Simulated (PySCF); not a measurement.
Z-matrix (Å, degrees):
```
Si
O 1 1.6523
H 2 0.9585 1 117.28
H 1 1.4875 2 105.62 3 -171.71
H 1 1.4972 4 110.48 2 -120.37
```
Charge 0, spin multiplicity 2.

Problem. What is the computed dipole moment, highest occupied spin orbital and total energy (PBE0-D4/def2-TZVP run with PySCF)?

Solution. 
```json
{
  "dipole_moment": "0.284 e·Å",
  "highest_occupied_spin_orbital": "-5.89 eV",
  "total_energy": "-9968.65 eV"
}
```
